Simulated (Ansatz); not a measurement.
One change: `O[SiH](O)S[SiH3]` becomes `O[SiH](O)S[SiH](O)O`.

Ansatz, PBE0-D4/def2-TZVP geometries, multiplicity 1. Each molecule was computed in one conformer, which needn't be the lowest.

```
                                          property  `O[SiH](O)S[SiH3]`
size of the dipole moment (ωB97M-V/def2-TZVPP) / D                0.95
                 LUMO energy (PBE/def2-TZVPP) / eV               -0.86
             HOMO–LUMO gap (B3LYP/def2-TZVPP) / eV                7.14
                HOMO energy (PBE0/def2-TZVPP) / eV               -7.64
                LUMO energy (PBE0/def2-TZVPP) / eV                0.00
              HOMO–LUMO gap (PBE0/def2-TZVPP) / eV                7.64
```

**Question.** Give the same properties after the change, and the shifts. (Estimate.)

**Answer.** Ansatz gave: 
| property | `O[SiH](O)S[SiH](O)O` | shift |
| --- | --- | --- |
| size of the dipole moment (ωB97M-V/def2-TZVPP) / D | 2.18 | 1.23 |
| LUMO energy (PBE/def2-TZVPP) / eV | -0.67 | 0.19 |
| HOMO–LUMO gap (B3LYP/def2-TZVPP) / eV | 7.47 | 0.33 |
| HOMO energy (PBE0/def2-TZVPP) / eV | -7.81 | -0.17 |
| LUMO energy (PBE0/def2-TZVPP) / eV | 0.20 | 0.20 |
| HOMO–LUMO gap (PBE0/def2-TZVPP) / eV | 8.01 | 0.37 |

With PBE0 the HOMO falls by 0.17 eV and the LUMO rises by 0.20 eV, so the gap widens by about 0.37 eV. PBE moves the HOMO by -0.13 eV and ωB97M-V by -0.18 eV. Dipoles are sizes alone; their direction can turn.

B3LYP here is the variant with VWN-RPA as its local correlation; programs differ in this.
